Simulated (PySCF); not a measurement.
HfF₄, optimised at PBE/def2-SVP:

```xyz
5

Hf    -0.0149     0.0103    -0.0168
F     -0.0155     0.7659    -1.7773
F     -0.0203    -1.9011    -0.1426
F      1.5529     0.5814     0.9243
F     -1.5767     0.5899     0.9291
```

Energies from PySCF (xtb for GFN2), thermal terms from the rigid-rotor harmonic-oscillator model, ideal gas at 1 bar. All species are closed-shell singlets. Hf: scalar-relativistic def2 core potential, no spin-orbit coupling.

List the harmonic frequencies (cm⁻¹, unscaled) at this level and at the other levels, each on its own geometry.


- PBE/def2-SVP: 152, 154, 155, 161, 164, 658, 658, 659, 664
- GFN2-xTB: 120, 120, 120, 131, 131, 481, 532, 532, 532
- PBE0/def2-TZVP: 164, 165, 166, 169, 170, 653, 653, 653, 678
